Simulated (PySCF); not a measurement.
## Spinor energies of Ne⁺ (neon, charge +1)

Start: [He] 2s1 2p5 3s1; 2s1/2 filled at m_j = +1/2; 2p1/2 filled at m_j = -1/2, +1/2; 2p3/2 filled at m_j = -1/2, +1/2, +3/2; 3s1/2 filled at m_j = +1/2. Calculated with PySCF 2.14 in x2c-TZVPall-2c with one added diffuse shell each of s, p, d type (6s4p3d1f, 40 functions): generalised Hartree-Fock with the X2C-1e Hamiltonian and a Gaussian nucleus; one run each with spin-orbit coupling (SO) switched off, then screened by Boettger's factors. This is a chosen level, not necessarily the ground level.

```tsv
spinor shell	electrons	ε, spin-free (eV)	ε, screened SO (eV)	weight of nominal j (screened SO)	rms radius, screened SO (bohr)
1s1/2	2	-931.64	-931.62	1.000	0.183
2s1/2	1	-89.424	-89.418	1.000	0.889
2p1/2	2	-55.605	-54.944	0.666	0.926
2p3/2	3	-55.605	-56.051	0.777	0.921
3s1/2	1	-13.249	-13.248	1.000	3.00
```

| quantity | spin-free | screened SO |
| --- | --- | --- |
| E (hartree) | -126.01858 | -126.02001 |
| M_J | 5/2 | 5/2 |
| ⟨J²⟩ | 8.755 | 8.755 |
| ⟨L²⟩ | 2.001 | 2.001 |
| ⟨S²⟩ | 3.753 | 3.753 |

Each row is a mean over spinors that exchange with the open shell spreads, by up to 10.419 eV (2p1/2).

Rows whose weight is well below 1 are mixtures of j = l ± 1/2: exchange outweighs spin-orbit coupling there, and the label is only the starting occupation.

Without spin-orbit coupling the j labels of p, d and f shells carry no meaning; the spin-free column gives the mean over the occupied spinors of each nl shell.
